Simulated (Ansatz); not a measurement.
hydrogen cyanide (CHN), singlet, at a GFN2-xTB geometry. Base run: MP2/aug-cc-pVDZ in Ansatz (a program for electronic structure).

Input for Ansatz:
Ansatz 0.2 input:
```yaml
crystal:
  periodic: [false, false, false]
  atoms:
    - {symbol: C, position_ang: [-0.00000000, -0.00000000, -0.49321914]}
    - {symbol: N, position_ang: [0.00000000, 0.00000000, 0.64442884]}
    - {symbol: H, position_ang: [-0.00000000, -0.00000000, -1.55168705]}
basis:
  gaussian:
    orbitals: aug-cc-pVDZ
magnetization: {spin_polarized: false}
correlation: {method: mp2}
```

Variants of this job, named by their change:

| change | basis functions | E (Eh) | MP2 correlation (Eh) |
|---|---|---|---|
| base | 55 | -93.17918 | -0.29082 |
| basis = pcseg-0 | 20 | -92.81527 | -0.20992 |
| basis = 6-31G* | 32 | -93.15548 | -0.28036 |
| basis = cc-pVDZ | 33 | [?] | [?] |
| basis = pcseg-1 | 33 | -93.13680 | -0.28430 |
| basis = def2-SVP | 33 | -93.08341 | -0.28223 |
| basis = def2-SVPD | [?] | [?] | [?] |
| basis = 6-311++G** | 51 | -93.20082 | -0.29965 |
| basis = aug-pcseg-1 | 55 | -93.15029 | -0.29248 |
| basis = def2-TZVP | 68 | -93.25170 | -0.33867 |
| basis = pcseg-2 | 74 | [?] | [?] |
| basis = pc-2 | 74 | -93.24719 | -0.33645 |
| basis = def2-QZVP | [?] | [?] | [?] |

Problem. Some entries are withheld; supply them.

Solution. 
- basis = cc-pVDZ, E (Eh): -93.16477
- basis = cc-pVDZ, MP2 correlation (Eh): -0.28064
- basis = def2-SVPD, basis functions: 48
- basis = def2-SVPD, E (Eh): -93.09803
- basis = def2-SVPD, MP2 correlation (Eh): -0.29342
- basis = pcseg-2, E (Eh): -93.24489
- basis = pcseg-2, MP2 correlation (Eh): -0.33726
- basis = def2-QZVP, basis functions: 144
- basis = def2-QZVP, E (Eh): -93.28071
- basis = def2-QZVP, MP2 correlation (Eh): -0.36350

Totals compare only among sets that treat the same electrons; sets with core potentials leave the core out.
